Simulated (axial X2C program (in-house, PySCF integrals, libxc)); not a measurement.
**KC⁺: cheaper levels and CCSD(T), two-component**

Calculated with an axial X2C code built on PySCF integrals. Two-component (2c) means X2C with spin–orbit coupling and atomic mean-field two-electron Coulomb and Gaunt terms. Basis: K dyall-cv3z [11s12p6d3f], C dyall-v3z [7s6p2d1f] (cores contracted in-house); Gaussian nuclei, density fitting, unrestricted open shells. Masses: K 38.964 u, C 12.000 u.

State: Ω = 2 (⟨Sz⟩ = 1.00, ⟨Lz⟩ = 1.00 at HF); fragments K+ + C.

| level | Re (Å) | ωe (cm⁻¹) | De (eV) |
| --- | --- | --- | --- |
| PBE0 | 3.160 | 127.8 | 0.093 |
| HF | 3.270 | 115.7 | 0.068 |
| MP2 | 3.156 | 130.9 | 0.168 |
| CCSD | 3.180 | 127.2 | 0.178 |
| B97-3 | 3.181 | 129.7 | 0.099 |

Correlated methods: 12 electrons correlated (number of frozen shells: K 2 s, 1 p; C 1 s), 216 virtual spin orbitals or spinors in MP2, 90 natural virtuals in coupled cluster.

CCSD(T), same Hamiltonian and basis:

Re = 3.170 Å, ωe = 128.8 cm⁻¹, De = 0.18 eV; T1 = 0.005 (Lee–Taylor normalisation).

Q: Give the differences from CCSD(T) in the columns below.

A: 

```csv
level,ΔRe (Å),Δωe (cm⁻¹)
PBE0,-0.010,-1.0
HF,0.100,-13.1
MP2,-0.014,2.1
CCSD,0.010,-1.6
B97-3,0.011,0.9
```

The state is one determinant whose occupation by symmetry is held fixed; it was picked as the lowest of a PBE0 search that is not exhaustive. De is counted from the lowest determinant-based energies of the atoms at the same level, without counterpoise correction. Density functionals use the spin component along the axis (collinear). Coupled cluster ran in a truncated set of natural virtual spinors; the MP2 energy of the rest was added. (T) has no such correction and the atoms are truncated less, which lowers De at CCSD(T) by a hundredth of an eV or more. The 2c atoms are single determinants rather than J levels; their spin–orbit lowering is only partly caught, and De is too large by that part. This holds for PBE0, MP2, CCSD, B97-3, CCSD(T). Other states lie close and PBE0, whose exact exchange favours high spin, may order them wrongly; the determinant shown need not be the ground state. The nearest other 2c determinant of the search, Ω = 1, lies 0.17 eV up at the distance of the search. The functionals have no current-density term, which raises determinants with orbital currents, atoms included. The atomic limit has a lower orbital projection than the molecule and lies lower at mean-field level, so De may be about a tenth of an eV too small. With several unpaired electrons one determinant need not be a pure state. Open-shell Ω = 0 determinants with evenly filled partner blocks cannot be reached by this program, so the Ω shown need not be the lowest component. The bond is weak, and without diffuse functions and with truncated virtuals even CCSD(T) can be tens of per cent off in De.
